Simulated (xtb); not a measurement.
CF3, SMILES F[C](F)F (connectivity only; charge and spin as stated), charge +1, multiplicity 1. All values are semi-empirical tight-binding results from xtb (GFN2-xTB unless named), good for trends rather than for accurate numbers. Geometry optimised at GFN2-xTB. The spin state was assumed, not searched. The isomer is the one that the SMILES or the coordinates give; other isomers of the formula were not compared.

The point group as xtb finds it is D3h and the orbital gap is 5.96 eV. The zero-point energy is 8.2 kcal/mol, the G − E(el) at 298.15 K (modified RRHO) is -7.0 kcal/mol and the static polarisability (D4 model) is 17.1 bohr³. The solvation energy, GFN2-xTB/ALPB(water) comes out as -69.7 kcal/mol and the solvation energy, GFN2-xTB/ALPB(chcl3) comes out as -60.9 kcal/mol.

Give the IR lines (harmonic; lines under 4 % of the strongest left out, lines within 3 cm⁻¹ merged). (An estimate is asked for; the answer gives what the named calculation found.)

ν (cm⁻¹): 495 (w), 623 (w), 1564 (vs) (against the strongest line: vs over 80 %, s over 45 %, m over 15 %, w over 4 %, vw less)
